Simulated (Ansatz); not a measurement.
## One arrangement of a pair

The pair of CH$_{2}$O (SMILES C=O, atoms 1–4) and H$_{2}$Te (SMILES [TeH2], atoms 5–7), both closed shells, in one local arrangement (a lower one may exist), relaxed at PBE0-D4/def2-TZVP:

```tsv
atom	x (Å)	y (Å)	z (Å)
C1	-0.1337	-0.1234	-1.6042
O2	1.0370	-0.1282	-1.8573
H3	-0.6811	0.8086	-1.3622
H4	-0.7405	-1.0503	-1.6058
Te5	0.1921	-0.5756	1.9082
H6	-0.7179	0.2786	2.9971
H7	1.0439	0.7901	1.5241
```

Computed with Ansatz 0.2.0 (basis: def2-TZVPPD, with def2-QZVPPD for the basis limit); correlated methods freeze the cores. Filled d shells of the heavier atoms are correlated. Core potentials replace the inner electrons of the atoms past krypton. The def2 sets are not built for correlating such inner shells, so the correlated values are less sure here. B3LYP uses VWN-RPA correlation. Extrapolation: Hartree–Fock as exp(−7.88 √X), correlation as X^−2.97. Interaction energies count from these two fragments, frozen as in the pair, with the counterpoise correction; negative means bound.

(1) What is the interaction energy by CCSD(T) at an estimated basis limit (MP2 extrapolated from triple and quadruple zeta, plus CCSD(T) − MP2 in triple zeta)? (Judge from chemistry; the value comes from the calculation.)

(2) Which atoms make the shortest contact between the fragments?

The T1 diagnostic stays at or below 0.016.

Answers

(1) By the calculation: -1.58 kcal/mol. Hartree–Fock alone gives 0.46 kcal/mol at the basis limit, so without correlation the pair would not bind at this distance. It counts from the two fragments frozen as in the pair.

The same quantity by other methods in triple zeta, and each one's difference from that estimate:
| method | E_int (kcal/mol) | difference |
| --- | --- | --- |
| PBE-D4 | -2.59 | -1.01 |
| revPBE-D4 | -2.40 | -0.82 |
| BLYP-D4 | -2.30 | -0.72 |
| r2SCAN-D4 | -2.10 | -0.52 |
| B97M-V | -1.98 | -0.40 |
| PBE0-D4 | -2.21 | -0.63 |
| B3LYP-D4 | -2.15 | -0.57 |
| HSE06-D4 | -2.22 | -0.64 |
| wB97X-V | -1.70 | -0.12 |
| wB97M-V | -1.74 | -0.16 |
| B2PLYP | -0.75 | 0.83 |
| HF | 0.45 | 2.03 |
| MP2 | -1.50 | 0.08 |
| CCSD | -0.91 | 0.67 |
| CCSD(T) | -1.21 | 0.37 |
Differences are method less estimate.

(2) H3 and H7, 3.36 Å apart.

Basis-set superposition shift (counterpoise-corrected less uncorrected): CCSD(T) 0.75; MP2 0.75; HF 0.03; PBE0-D4 0.03; wB97M-V 0.05 kcal/mol.

For scale, one of the runs: CCSD(T)/def2-TZVPPD, 204 basis functions, launched by `ansatz run in.yaml --threads 4 --pin off --events-out ev --progress --plain --max-ram 9574MiB`. Time: 66 s of wall clock on 4 CPU threads of an Arm Neoverse V2; the host was shared. Peak host memory: 3 GiB.
